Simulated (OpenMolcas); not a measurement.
Computed levels of 3d6 in ions with 24 electrons, in cm-1 above 5D4.

```json
{
 "Program": "OpenMolcas 26.06",
 "Method": "SS-CASPT2, IPEA 0.25 Eh, imaginary shift 0.1 Eh",
 "Basis": "ANO-R3",
 "Scalar Hamiltonian": "X2C, finite nucleus",
 "Spin-orbit coupling": "state interaction with AMFI integrals over the reference wave functions, term energies averaged over their components"
}
```

Active space for each ion: 6 electrons in 5 orbitals (3d); closed shells correlated by CASPT2: 3s 3p.

| Level | Co3+ | Cu5+ |
| --- | --- | --- |
| 5D3 | 626 | 1147 |
| 5D2 | 1059 | 1911 |
| 5D1 | 1337 | 2400 |
| 5D0 | 1472 | 2630 |
| 3P2(1) | 22560 | 29210 |
| 3H6 | 23680 | 30760 |
| 3H5 | 23980 | 31250 |
| 3H4 | 24180 | 31460 |
| 3P1(1) | 24390 | 32560 |

Problem. Estimate 5D0, 3P2(1), 3H6 for Ni4+ from its neighbours Co3+ and Cu5+.

Solution. 5D0 is fine structure, which grows about as the fourth power of a screened charge, so the fourth roots are averaged: ((1472^0.25 + 2630^0.25) / 2)^4 = 1988. The calculation gives 2000, so the estimate is off by -0.6 %; the measured value is 2058 (Corliss and Sugar, J. Phys. Chem. Ref. Data 10, 197 (1981)).
3P2(1) is another term, which grows about linearly with the charge: (22560 + 29210) / 2 = 25885. The calculation gives 26000, so the estimate is off by -0.4 %; the measured value is 26153 (Corliss and Sugar, J. Phys. Chem. Ref. Data 10, 197 (1981)).
3H6 is another term, which grows about linearly with the charge: (23680 + 30760) / 2 = 27220. The calculation gives 27310, so the estimate is off by -0.3 %; the measured value is 27111 (Corliss and Sugar, J. Phys. Chem. Ref. Data 10, 197 (1981)).

Term energies are means over components that CASPT2 splits; among the terms shown or strongly mixed into the levels shown the widest spread is 120 cm-1 (3d6 3F(1), Cu5+). Measured partners are found by configuration, term and J. A level has none where our copy of the source lacks it or the pairing is in doubt (some pairs that miss far off the trend of their configuration count as doubtful), and it then counts in no deviation. Levels of configurations outside the active space are missing.

A number in round brackets counts repeated terms of one configuration in the order of the reference energies.
